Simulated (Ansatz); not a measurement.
Reaction (atomization): `F[SiH]1C=C[SiH2]1` → 2 C• + F• + 5 H• + 2 Si•

Isolated molecules relaxed with PBE0-D4/def2-TZVP in Ansatz; ΔE leaves out vibrations. CCSD(T)/CBS is the MP2 limit (def2-TZVPP, def2-QZVPP) plus CCSD(T) − MP2 in def2-TZVPP, frozen cores. This one scheme is used for every species, atoms too. Functionals use def2-TZVPP. B3LYP here is the variant with VWN-RPA as its local correlation; programs differ in this. Open shells (•) are unrestricted, without spin–orbit coupling. Spin–orbit coupling would lower the free atoms: a little for C, F, Si.

Question: What is ΔE at CCSD(T)/CBS? (Best estimate.)

Answer: Computed: +3798.4 kJ/mol.

Question: What do these levels give: B3LYP-D4, ωB97M-V, PBE, r2SCAN, HF/def2-TZVPP, CCSD/def2-TZVPP? (An estimate is asked.)

Answer: Ansatz gave: B3LYP-D4 3780.4, ωB97M-V 3801.4, PBE 3824.3, r2SCAN 3798.4, HF/def2-TZVPP 2828.4, CCSD/def2-TZVPP 3635.0 kJ/mol.

Largest T1 diagnostic among the species: 0.013.

The D4 term adds +39.6 kJ/mol with B3LYP and +20.6 kJ/mol with PBE0; it sums over pairs of atoms, weighted by their polarisabilities, and B3LYP, whose exchange is more repulsive, gets the larger term. From PBE to PBE0 (25 % exact exchange), in def2-TZVPP and without D4, ΔE moves by −50.2 kJ/mol: exact exchange takes away binding that semilocal exchange gives to molecules. In def2-TZVPP, CCSD(T) changes the Hartree–Fock value by +865.2 kJ/mol (the triples alone add +58.6 kJ/mol) and MP2 by +931.7 kJ/mol; breaking electron pairs costs correlation energy, which Hartree–Fock lacks.

For atomizations the MP2-based limit and the directly extrapolated one differ by several kJ/mol either way, and by 10 to 25 for some Ge, Se and Sn compounds, so smaller differences from it don't rank the levels.
